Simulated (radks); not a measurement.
Task: Cs47+, configuration [He] 2s2 2p4 (the NIST ground configuration). All-electron calculation, scalar-relativistic Kohn-Sham, LDA (Slater exchange, VWN5 correlation), spin-polarised, spherical densities, finite nucleus; open shells are filled with parallel spins first (spin-orbit coupling, left out, can overturn this in heavy ions); Fermi nuclear charge, rms radius 4.8041 fm. Program: a radial shooting solver on a logarithmic mesh with Libxc functionals. Some entries of the table are withheld. Estimate them.

| orbital | occ. | eigenvalue (hartree) | <r> (bohr) |
|---|---|---|---|
| 1s up | 1 | -1453.697 | 0.02609 |
| 1s down | 1 | -1452.735 | 0.02607 |
| 2s up | 1 | -330.6911 | (1) |
| 2s down | 1 | -329.3405 | (2) |
| 2p up | 3 | -312.4219 | 0.09435 |
| 2p down | 1 | -310.8034 | 0.09456 |

Result: 
(1) 2s up <r> (bohr): 0.1086
(2) 2s down <r> (bohr): 0.1088
